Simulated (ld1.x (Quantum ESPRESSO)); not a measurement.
# germanium (Ge): one change to an RRKJ potential, before and after

| Quantity | Value |
| --- | --- |
| Element | Ge (Z = 32) |
| Generator | ld1.x (Quantum ESPRESSO) 7.5 |
| Type | norm-conserving RRKJ (Kleinman–Bylander form) |
| Functional | LDA (PZ) |
| Relativity | scalar-relativistic |
| Frozen core | [Ar] 3d10 |
| Valence charge | 4 |
| Reference configuration | 4s2 4p1.75 (charge +0.25) |
| Partial waves | 4p (bound): rc 1.50 bohr; 4d channel at 0.15 Ry: rc 1.70 bohr; 4s (bound): rc 1.70 bohr |
| Local potential | the s channel |
| Core correction | none |

All-electron outer shells of the reference configuration (LDA (PZ), scalar-relativistic, ld1.x):

| shell | level (eV) | outermost node (bohr) | outermost maximum (bohr) |
| --- | --- | --- | --- |
| 3d | -31.61 | – | 0.50 |
| 4s | -13.84 | 0.77 | 1.73 |
| 4p | -5.76 | 0.82 | 2.16 |

Change: functional PBEsol.

Cutoffs: the cutoffs (Ry, on a coarse ladder) from which the occupation-weighted sum of valence levels, in a spherical-Bessel basis at the reference potential, stays within 10 and 1 mRy of its value at 400 Ry; they do not see the model core or the augmentation charge, which bear on the density cutoff. Errors are all-electron minus pseudo energies relative to the spin-unpolarised reference configuration.

Predict the effect on cutoff, ghosts and configuration errors.

The potential gets neither clearly harder nor softer (40 Ry and 55 Ry → 40 Ry and 50 Ry); both files keep a bound ghost (d, p); the number of tests with a reliable result goes from 9 to 7; of the 7 tests that both files solve, the error grows in 2 and shrinks in 4 by more than 15 % and 0.3 meV (median size 2.1 → 4.1 meV).

| quantity | base | changed |
| --- | --- | --- |
| cutoff, loose | 40 Ry | 40 Ry |
| cutoff, tight | 55 Ry | 50 Ry |
| loose cutoff by channel (10 mRy a level) | p 35 Ry, s 15 Ry | p 30 Ry, s 15 Ry |
| bound ghosts | p, d | p, d |
| error for 4s2 4p2, meV [ΔE -1.22 → -1.18 eV] | +0.3 | 0.0 |
| error for 4s2 4p1, meV [ΔE 6.41 → 6.27 eV] | +2.1 | -4.1 |
| error for 4s2 4p0, meV [ΔE 22.13 → 21.72 eV] | +31 | -25 |
| error for 4s1 4p0, meV [ΔE 57.35 → 56.51 eV] | +251 | +8.4 |
| error for 4s2 4p2.3, meV [ΔE -2.15 → -2.07 eV] | +0.9 | -0.4 |
| error for 4s2 4p1.5, meV [ΔE 1.66 → 1.62 eV] | 0.0 | -0.5 |
| error for 4s0 4p4, meV [ΔE 15.14 → 15.03 eV] | +59 | +45 |
| s: phases at 1.85 bohr within 0.05 rad from the reference energy up to (Ry; the scan ends near 5) | 4.9 | 4.9 |
| p: phases at 1.85 bohr within 0.05 rad from the reference energy up to (Ry; the scan ends near 5) | to the end of the scan | to the end of the scan |
| d: phases at 1.85 bohr within 0.05 rad from the reference energy up to (Ry; the scan ends near 5) | 1.7 | 1.7 |

 A true bound ghost makes a file unfit for plane-wave use even where its test errors are small: the radial tests pick states by their node count and pass the ghost by.
